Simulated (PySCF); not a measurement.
C3H6GeO, SMILES [O]1[Ge@@H]([CH3])[CH]=C1.

Geometry: B3LYP-D3(BJ)/def2-SVP. The structure was generated by enumeration; whether it is a known compound was not checked.

Vertical ionisation energy (IE) and electron affinity (EA) in eV. Rows of orbital energies are one-electron estimates. Where ΔSCF, EOM or ADC give a negative EA the extra electron is unbound and the value depends on the basis.

```tsv
level	IE	EA
−ε(HOMO), −ε(LUMO), r2SCAN/def2-TZVP (PySCF)	5.41	0.68
−ε(HOMO), −ε(LUMO), PBE/def2-TZVP (PySCF)	5.20	0.97
```
